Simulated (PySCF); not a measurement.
Mg(OH)(SiH3) (H4MgOSi), SMILES [OH][Mg][SiH3].

Geometry: ωB97X-D3(BJ)/def2-TZVP. One conformer was computed; it need not be the lowest.

All values below come from TDA-PBE0/def2-SVPD in PySCF.

Vertical excitations; the highest root listed may be one member of a degenerate set. Isolated molecule, no solvent. State labels are in the subgroup Cs.

Question: Estimate the UV-visible absorptions. (The exact figures need the calculation; the answer reports its results.)

Answer: 
```json
[
 {"state": "S1", "symmetry": "A'", "energy (eV)": "5.74", "λ (nm)": "216", "f": "0.015", "main pairs": "HOMO−2→LUMO, HOMO→LUMO+1 (degenerate set)"},
 {"state": "S2", "symmetry": "A\"", "energy (eV)": "5.74", "λ (nm)": "216", "f": "0.015", "main pairs": "HOMO−1→LUMO, HOMO→LUMO+2 (degenerate set)"},
 {"state": "S3", "symmetry": "A'", "energy (eV)": "5.76", "λ (nm)": "215", "f": "0.395", "main pairs": "HOMO→LUMO 95 %"},
 {"state": "S4", "symmetry": "A'", "energy (eV)": "5.95", "λ (nm)": "208", "f": "0.223", "main pairs": "HOMO→LUMO+1, HOMO−2→LUMO (degenerate set)"},
 {"state": "S5", "symmetry": "A\"", "energy (eV)": "5.95", "λ (nm)": "208", "f": "0.223", "main pairs": "HOMO→LUMO+2, HOMO−1→LUMO (degenerate set)"},
 {"state": "S6", "symmetry": "A\"", "energy (eV)": "6.18", "λ (nm)": "201", "f": "0.000", "main pairs": "HOMO−1→LUMO+1 49 %, HOMO−2→LUMO+2 49 %"},
 {"state": "S7", "symmetry": "A\"", "energy (eV)": "6.19", "λ (nm)": "200", "f": "0.000", "main pairs": "HOMO−2→LUMO+2, HOMO−1→LUMO+1 (degenerate set)"},
 {"state": "S8", "symmetry": "A'", "energy (eV)": "6.19", "λ (nm)": "200", "f": "0.000", "main pairs": "HOMO−2→LUMO+1, HOMO−1→LUMO+2 (degenerate set)"},
 {"state": "S9", "symmetry": "A'", "energy (eV)": "6.77", "λ (nm)": "183", "f": "0.142", "main pairs": "HOMO−1→LUMO+2 44 %, HOMO−2→LUMO+1 44 %, HOMO→LUMO+3 7 %"},
 {"state": "S10", "symmetry": "A'", "energy (eV)": "6.96", "λ (nm)": "178", "f": "0.038", "main pairs": "HOMO→LUMO+3 88 %"},
 {"state": "T1", "symmetry": "A\"", "energy (eV)": "4.63", "λ (nm)": "268", "f": "0", "main pairs": "HOMO→LUMO+2 (degenerate set)"},
 {"state": "T2", "symmetry": "A'", "energy (eV)": "4.63", "λ (nm)": "268", "f": "0", "main pairs": "HOMO→LUMO+1 (degenerate set)"},
 {"state": "T3", "symmetry": "A'", "energy (eV)": "4.68", "λ (nm)": "265", "f": "0", "main pairs": "HOMO→LUMO 95 %"},
 {"state": "T4", "symmetry": "A\"", "energy (eV)": "5.54", "λ (nm)": "224", "f": "0", "main pairs": "HOMO−1→LUMO 95 %"}
]
```
Triplets are in the Tamm–Dancoff approximation.
